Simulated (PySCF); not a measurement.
A mixed set of molecules.

All values: B3LYP/def2-SVPD (PySCF) at GFN2-xTB geometries, gas phase, one conformer each. Core orbitals are frozen in the response; Δα² is half the sum of the squared differences of the principal polarisabilities.

**Question.** Rank by HOMO–LUMO gap, lowest first.
A. `C=C(C#N)C[SiH3]`
B. `C=CC[SiH3]`
C. `C=C(F)[Si]1(F)[SiH2]O[SiH2]1`
D. `C[Si]1(C)CC1`
E. `CCc1cnns1`

**Answer.** E (5.32 eV), C (5.68 eV), A (5.91 eV), D (6.39 eV), B (6.88 eV).

**Question.** Rank by HOMO energy, lowest first.
A. `C=C(F)[Si]1(F)[SiH2]O[SiH2]1`
B. `C=C(C#N)C[SiH3]`
C. `C=CC[SiH3]`
D. `C[Si]1(C)CC1`

**Answer.** B (-7.62 eV), A (-7.36 eV), C (-6.97 eV), D (-6.17 eV).

**Question.** Rank by mean static polarisability, highest first.
A. `n1nsc(CC)c1`
B. `C=C(C#N)C[SiH3]`
C. `C=CC[SiH3]`
D. `[SiH2]1[Si](F)([SiH2]O1)C(=C)F`

**Answer.** D (16.14 Å³), B (11.83 Å³), A (11.45 Å³), C (9.88 Å³).

All values together:

| SMILES | formula | μ (D) | HOMO (eV) | LUMO (eV) | α (Å³) | Δα (Å³) | electrons | α per electron (Å³) |
| --- | --- | --- | --- | --- | --- | --- | --- | --- |
| C[Si]1(C)CC1 | C4H10Si | 0.98 | -6.17 | 0.22 | 11.25 | 2.82 | 48 | 0.234 |
| C=CC[SiH3] | C3H8Si | 0.42 | -6.97 | -0.09 | 9.88 | 3.85 | 40 | 0.247 |
| C=C(F)[Si]1(F)[SiH2]O[SiH2]1 | C2H6F2OSi3 | 0.87 | -7.36 | -1.68 | 16.14 | 5.96 | 86 | 0.188 |
| CCc1cnns1 | C4H6N2S | 4.37 | -7.00 | -1.68 | 11.45 | 4.86 | 60 | 0.191 |
| C=C(C#N)C[SiH3] | C4H7NSi | 3.92 | -7.62 | -1.71 | 11.83 | 3.81 | 52 | 0.227 |

Conformers: `[CH2:1]=[CH:2][CH2:3][SiH3:4]` with C1–C2–C3–Si4 106°; `[CH2:1]=[C:2]([F:3])[Si:4]1([F:5])[SiH2:6][O:7][SiH2:8]1` with C1–C2–Si4–F5 0°; `[CH3:1][CH2:2][c:3]1[cH:4][n:5][n:6][s:7]1` with C1–C2–C3–C4 113°; `[CH2:1]=[C:2]([C:3]#[N:4])[CH2:5][SiH3:6]` with C1–C2–C5–Si6 99°.
